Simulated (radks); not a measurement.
Q: Species: Ga XVIII. Configuration: [Ne] 3s2 3p1 4f1 (not the ground configuration). All-electron calculation, Dirac Kohn-Sham, PBEsol, spin-unpolarised, spherical densities, point nucleus; open shells fill j = l - 1/2 first. Program: a radial shooting solver on a logarithmic mesh with Libxc functionals. Some entries of the table are withheld. Estimate them.

orbital,occ.,eigenvalue (Ry),<r^2> (bohr^2)
1s1/2,2,-800.8254,0.003180
2s1/2,2,-140.5245,0.05442
2p1/2,2,-130.3580,0.04214
2p3/2,4,-128.2760,0.04354
3s1/2,2,-49.67146,0.3419
3p1/2,1,(1),0.3295
3p3/2,0,(2),0.3360
4f5/2,1,(3),(4)
4f7/2,0,(5),(6)

A: 
(1) 3p1/2 eigenvalue (Ry): -46.33658
(2) 3p3/2 eigenvalue (Ry): -45.89016
(3) 4f5/2 eigenvalue (Ry): -20.09751
(4) 4f5/2 <r^2> (bohr^2): 0.9972
(5) 4f7/2 eigenvalue (Ry): -20.08718
(6) 4f7/2 <r^2> (bohr^2): 0.9988
